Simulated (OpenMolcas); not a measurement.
Ag4+ (d7) among equal point charges was computed by CASSCF with the d shell active (OpenMolcas, ANO-RCC-VDZP on the metal). Its lowest spin-free states, and all those of the highest spin:

```
2S+1  Degeneracy  E (cm-1)
   4           1       0.0
   4           2     178.9
   4           2      1613
   4           1      2428
   4           1      3827
   4           2     16790
   2           2     17526
   2           2     17993
   2           1     18188
   2           1     18268
   2           2     18600
   2           1     19153
   4           1     19574
```

Q: Is the site octahedral, tetrahedral or cube-like, axial, or of lower symmetry?

A: The states with 2S+1 = 4 have orbital degeneracies 1, 2, 2, 1, 1, 2, 1. There are pairs but no triples, so the site is axial: not cubic, but with a proper or improper axis of order three or more. The run had Ag4+ among 6 point charges of -0.75 e arranged as a trigonal antiprism (D3d), 2.03 Å from the ion, with a polar angle of 61.3° against the regular 54.74°.

Spin-orbit coupling mixes the spin-free states strongly: the lowest level takes only 52 % from its leading state, 4E, which lies 179 cm-1 above the lowest spin-free state. Without dynamic correlation the repulsion within the d shell is too large (B by tens of per cent), so at a given field states of lower spin stand too high. Point charges give a weaker field than real ligands, and real ions of this kind are as a rule low spin; the high spin found here belongs to the model. The ground term spreads over less than 5000 cm-1, several times less than with real ligands, so orbital moments are less quenched and χT lies further from the spin-only value than at real sites. This is an electrostatic model: the charges have no orbitals. No measured value stands beside these numbers.
